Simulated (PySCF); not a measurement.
C₂H₇BO₂S.
Bonds: C1–O2, O2–B3, B3–O4, B3–S5, S5–C6. Hydrogens: H7, H8, H9 on C1; H10 on O4; H11, H12, H13 on C6.

A GFN2-xTB structure with every atom displaced at random (by about 0.01 Å) was refined with PySCF 2.14.0, PBE0-D3(BJ)/def2-SVP geometry optimisation, gas phase. Values at the start:

```tsv
coordinate	start
C1–O2	1.379 Å
C1–H7	1.099 Å
O2–B3	1.355 Å
B3–O4	1.314 Å
B3–S5	1.828 Å
O4–H10	0.993 Å
S5–C6	1.839 Å
C6–H11	1.094 Å
C1–O2–B3	122.6°
O2–B3–O4	128.4°
O2–B3–S5	115.8°
B3–S5–C6	100.8°
O4–B3–S5	115.8°
```

**Question.** How do these coordinates change at the PBE0-D3(BJ)/def2-SVP level?

**Answer.** 
```csv
coordinate,PBE0-D3(BJ)/def2-SVP (Å or °),change
B3–O4,1.361,+0.047
O4–H10,0.961,-0.032
S5–C6,1.815,-0.024
C1–O2,1.399,+0.020
B3–S5,1.816,-0.012
O2–B3,1.365,+0.010
C1–H7,1.106,+0.007
C6–H11,1.098,+0.004
O2–B3–O4,124.5,-3.9
O2–B3–S5,118.7,+2.9
O4–B3–S5,116.8,+1.0
C1–O2–B3,121.9,-0.7
B3–S5–C6,101.0,+0.2
```

The energy falls by 13.7 kJ/mol over 6 energy and gradient evaluations, the largest force component goes from 0.0585 to 3.6e-04 Eh/bohr, and the atoms move by 0.072 Å rms after alignment. The bond that changes most is B3–O4 (three-coordinate boron to boron-bound oxygen), which lengthens by 0.047 Å. Bonds longer at the end by more than 0.005 Å: 5 of 12; shorter: 4. Rotational constants go from 4485, 2072, 1443 to 4603, 1998, 1419 MHz.

The run used 123 basis functions and 42 SCF cycles in all.

Not checked by PBE0-D3(BJ)/def2-SVP frequencies. One conformer, not necessarily the lowest.

Conformer computed: `[CH3:1][O:2][B:3]([OH:4])[S:5][CH3:6]`: C1–O2–B3–O4 0°, O2–B3–S5–C6 1°, H–O4–B3–O2 2°.
